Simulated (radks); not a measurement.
Values are calculated unless marked as measured or tabulated.
Problem. Neutral hydrogen, 1s1. Level of theory: non-relativistic Kohn-Sham, r2SCAN, spin-polarised, spherical densities, point nucleus; meta-GGA in the generalised Kohn-Sham scheme (a radial shooting solver on a logarithmic mesh with Libxc functionals). Every spin shell is full or empty, so the densities are truly spherical. Functionals are evaluated on that one density, not self-consistently. Rank these orbital-free kinetic functionals by their error against the exact value of the orbitals, and give that value: Thomas-Fermi, von Weizsacker, TF + vW/9, TF + vW/5, LC94, APBEK, revAPBEK, Perdew 92, Thakkar, Pearson, PG1, Ernzerhof.

Solution. Exact: 0.500173 hartree. From best to worst, with 100 (|E| - |E exact|)/|E exact| (equal figures are ties): von Weizsacker 0.00, APBEK +1.86, LC94 +2.00, Thakkar +2.21, TF + vW/9 +2.47, Perdew 92 +2.49, Pearson -2.57, revAPBEK +2.75, Ernzerhof +6.26, Thomas-Fermi -8.64, TF + vW/5 +11.36, PG1 +54.80.
